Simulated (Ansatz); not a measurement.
Species: CH3Se (charge 0, doublet). It need not be the lowest isomer of its formula. 
Coordinates optimised at B3LYP-D3(BJ)/def2-TZVP (Ansatz, a quantum-chemistry and plane-wave program):
```
C
H 1 1.0870
H 1 1.0870 2 111.39
H 1 1.0918 2 108.97 3 -120.24
Se 1 1.9534 2 110.54 4 -116.45
```
Charge 0, spin multiplicity 2.

Quantity: vertical electron affinity (to the singlet state of charge -1; a negative value means that the extra electron is unbound and the number depends on the basis; each state is the SCF solution reached for its spin), in eV. Cores are frozen in the correlated levels unless marked. UHF or UKS for open shells. Spin-orbit coupling is left out. Frozen are the shells of the preceding noble gas and the d and f shells that filled before the atom's block. Non-relativistic. Anions need diffuse functions: aug- sets have them; def2-D sets add few. CBS marks a two-point X^-3 extrapolation of the correlation energy; Hartree-Fock from the larger set. [CCSD(T)-MP2]/basis is that difference in the basis named.

```csv
level,program,vertical electron affinity (eV)
PBE/def2-TZVPD,Ansatz,___
CCSD/def2-SVPD,Ansatz,1.62
CCSD/def2-TZVPPD,Ansatz,___
"RI-MP2/CBS(aug-cc-pVTZ,aug-cc-pVQZ)+[CCSD(T)-MP2]/aug-cc-pVTZ",Ansatz,1.93
```

Q: Fill in the missing entries.

A: 
- PBE/def2-TZVPD, vertical electron affinity (eV): 1.82
- CCSD/def2-TZVPPD, vertical electron affinity (eV): 1.68
